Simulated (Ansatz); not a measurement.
BrClF$_{2}$Ti, SMILES `[F][Ti]([F])([Cl])[Br]`. Charge 0, multiplicity 1.

```xyz
5

F     0.580    1.590   -0.621
Ti    0.113    0.033   -0.020
F     1.443   -1.065   -0.184
Cl   -0.438    0.198    2.072
Br   -1.698   -0.757   -1.246
```

Task: What are the harmonic wavenumbers in cm⁻¹ at PBE0-D4/def2-TZVP (Ansatz, finite differences of forces, unscaled)? (An estimate is asked.)

Result: The calculation gave: 106, 143, 161, 170, 199, 366, 497, 772, 808.

Task: Is this a minimum?

Result: Yes, all 9 modes are real.

Task: Give the ideal-gas thermochemistry at 298.15 K and 1 bar (rigid rotor, harmonic oscillator; point group Cs, symmetry number 1).

Result: Zero-point energy 19.3 kJ/mol; H(298) − E = 39.4 kJ/mol; entropy 362.2 J/(mol·K), of which translation 175.0, rotation 122.6, vibration 64.5; G(298) − E = -68.5 kJ/mol.

Task: Rotational constants (cm⁻¹)?

Result: 0.07557, 0.03643, 0.03157.
